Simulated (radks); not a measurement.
Values are calculated unless marked as measured or tabulated.
Question: Coherent X-ray form factor from a spherical all-electron density. Code: a radial shooting solver on a logarithmic mesh with Libxc functionals. Model: scalar-relativistic Kohn-Sham, PW91, spin-polarised, spherical densities, finite nucleus; Fermi nuclear charge, rms radius of each element as measured or else 0.836 A^(1/3) + 0.57 fm.

sin(theta)/lambda (1/angstrom)  f0 (electrons)
0.05                                    35.526
0.1                                     34.205
0.15                                    32.294
0.2                                     30.108
0.25                                    27.911
0.3                                     25.875
0.4                                     22.493
0.5                                     19.872
0.6                                     17.670
0.8                                     13.859
1                                       10.807
1.25                                     8.239
1.5                                      6.770
2                                        5.314

The species is in the configuration that NIST lists as its ground one. Which atom or ion scatters so?

Answer: The strontium ion Sr2+, [Kr]. Extrapolating in s^2 from the first two rows gives f0(0) = 36.0, near the electron count 36; among species with that count, the fall with angle is slower the higher Z, and the table is that of Z = 38; from so few rows the species is fixed only to a neighbour or two.
